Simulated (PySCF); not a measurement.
F5Si (SMILES F[Si-](F)(F)(F)F), charge -1, singlet, geometry from GFN2-xTB; MP2/def2-SVP (PySCF).

Here is a job for PySCF.
```python
from pyscf import gto, scf, mp

mol = gto.Mole()
mol.atom = '''
    F    -0.997466   -1.120591   -0.700975
    Si    0.012747   -0.036997    0.017940
    F     1.180667   -0.530930   -1.032554
    F    -0.958229   -0.114684    1.345612
    F    -0.464702    1.348779   -0.654022
    F     1.219903    0.474977    1.014033
'''
mol.basis = 'def2-svp'
mol.charge = -1
mol.spin = 0
mol.verbose = 4
mol.build()

mf = scf.RHF(mol)
mf.kernel()

pt = mp.MP2(mf, frozen=10)
pt.kernel()
print('E(MP2) = %.10f' % pt.e_tot)
```

Predict the main parts of the log of this PySCF run.


```
PySCF version 2.14.0

[INPUT] verbose = 4
[INPUT] num. atoms = 6
[INPUT] num. electrons = 60
[INPUT] charge = -1
[INPUT] spin (= nelec alpha-beta = 2S) = 0
[INPUT] symmetry False subgroup None
[INPUT] Mole.unit = angstrom
[INPUT] Symbol           X                Y                Z      unit          X                Y                Z       unit  Magmom
[INPUT]  1 F     -0.997466000000  -1.120591000000  -0.700975000000 AA   -1.884937558565  -2.117610087652  -1.324650770167 Bohr   0.0
[INPUT]  2 Si     0.012747000000  -0.036997000000   0.017940000000 AA    0.024088338910  -0.069914197431   0.033901686675 Bohr   0.0
[INPUT]  3 F      1.180667000000  -0.530930000000  -1.032554000000 AA    2.231137274312  -1.003312291315  -1.951244268824 Bohr   0.0
[INPUT]  4 F     -0.958229000000  -0.114684000000   1.345612000000 AA   -1.810790374616  -0.216721350870   2.542838149928 Bohr   0.0
[INPUT]  5 F     -0.464702000000   1.348779000000  -0.654022000000 AA   -0.878159509538   2.548822912565  -1.235922459440 Bohr   0.0
[INPUT]  6 F      1.219903000000   0.474977000000   1.014033000000 AA    2.305282568535   0.897576445468   1.916244651271 Bohr   0.0

nuclear repulsion = 372.927837291591
number of shells = 38
number of NR pGTOs = 156
number of NR cGTOs = 88
basis = def2-svp
ecp = {}

******** <class 'pyscf.scf.hf.RHF'> ********
method = RHF
initial guess = minao
damping factor = 0
level_shift factor = 0
DIIS = <class 'pyscf.scf.diis.CDIIS'>
diis_start_cycle = 1
diis_space = 8
diis_damp = 0
SCF conv_tol = 1e-09
SCF conv_tol_grad = None
SCF max_cycles = 50
direct_scf = True
direct_scf_tol = 1e-13
Set gradient conv threshold to 3.16228e-05
Initial guess from minao.
init E= -785.950588380577
  HOMO = -0.608978587261129  LUMO = 0.0574579065678806  gap/eV = 18.13466
cycle= 1 E= -785.829921069746  delta_E= 0.121  |g|= 0.938  |ddm|= 2.44
  HOMO = -0.301192913314569  LUMO = 0.36247395555236  gap/eV = 18.05930
cycle= 2 E= -785.934895107245  delta_E= -0.105  |g|= 0.505  |ddm|= 0.899
  HOMO = -0.375392560395931  LUMO = 0.372651105766546  gap/eV = 20.35530
cycle= 3 E= -785.974193923937  delta_E= -0.0393  |g|= 0.0338  |ddm|= 0.311
  HOMO = -0.371046388148866  LUMO = 0.377729444982051  gap/eV = 20.37523
cycle= 4 E= -785.97452789012  delta_E= -0.000334  |g|= 0.00571  |ddm|= 0.0438
  HOMO = -0.372434711468041  LUMO = 0.376724027519593  gap/eV = 20.38565
cycle= 5 E= -785.97453844835  delta_E= -1.06e-05  |g|= 0.000924  |ddm|= 0.00867
  HOMO = -0.372557219963275  LUMO = 0.376714231656175  gap/eV = 20.38871
cycle= 6 E= -785.974538801958  delta_E= -3.54e-07  |g|= 0.000128  |ddm|= 0.00157
  HOMO = -0.372578333745817  LUMO = 0.3767295770376  gap/eV = 20.38971
cycle= 7 E= -785.974538808618  delta_E= -6.66e-09  |g|= 3.15e-05  |ddm|= 0.000209
  HOMO = -0.372582490980964  LUMO = 0.376730079102478  gap/eV = 20.38983
cycle= 8 E= -785.974538808838  delta_E= -2.19e-10  |g|= 1.05e-05  |ddm|= 2.95e-05
  HOMO = -0.372581467397807  LUMO = 0.376730681161909  gap/eV = 20.38982
Extra cycle  E= -785.974538808864  delta_E= -2.64e-11  |g|= 5.72e-06  |ddm|= 1.18e-05
converged SCF energy = -785.974538808864

******** <class 'pyscf.mp.mp2.RMP2'> ********
nocc = 20, nmo = 78
frozen orbitals 10
E(RMP2) = -786.995878263534  E_corr = -1.02133945466964
E(SCS-RMP2) = -786.952859020077  E_corr = -0.978320211213185
E_corr(same-spin) = -0.285331308911975
E_corr(oppo-spin) = -0.736008145757661
E(MP2) = -786.9958782635
```
